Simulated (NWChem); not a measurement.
# C$_{3}$H$_{2}$N$_{2}$O; SMILES C1(N=CC=N1)=O

```xyz
8

O      0.0000     0.0000    -1.9477
C      0.0000     0.0000    -0.7607
N      0.0000     1.1979     0.0602
C      0.0000     0.7547     1.2524
C      0.0000    -0.7547     1.2524
N      0.0000    -1.1979     0.0602
H      0.0000     1.4009     2.1370
H      0.0000    -1.4009     2.1370
```
Atoms are numbered in this order, from 1.

Results from NWChem. Geometry: optimised at PBE0/def2-SVP.

### Question
Estimate the computed values for PBE/def2-TZVP. Quantities: highest occupied level (eV); orbital gap (eV); dipole (D).

### Answer
```json
{
  "highest occupied level (eV)": "-6.96",
  "orbital gap (eV)": "2.18",
  "dipole (D)": "4.58"
}
```
